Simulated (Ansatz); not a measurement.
Pulling on the Al1–H2 bond in AlFH2 (SMILES [F][AlH2]) (multiplicity 1 held, fragments rigid). Energies count from the point at 1.570 Å.
Geometry at that point (charge 0, multiplicity 1):
```csv
atom,x (Å),y (Å),z (Å)
Al,-0.2467,-0.4788,0.1584
H,0.4707,-1.3122,1.2788
H,-1.5894,-0.8593,-0.5605
F,0.4806,0.9329,-0.3086
```

Unrestricted levels (U-) break spin symmetry where that is lower.

Frozen-core correlation.

Codes used: Ansatz (a program for electronic structure) with Gaussian orbitals. Values without a source in brackets are computed.

What is the computed energy at R = 5.024 Å (U-MP2/cc-pV(T+d)Z)?

354 kJ/mol

What is the computed energy at R = 5.024 Å (U-SCS-MP2/cc-pV(T+d)Z)?

368 kJ/mol

Doubts at one or more of the structures used: a spin-contaminated determinant (U-MP2/cc-pV(T+d)Z, U-SCS-MP2/cc-pV(T+d)Z).
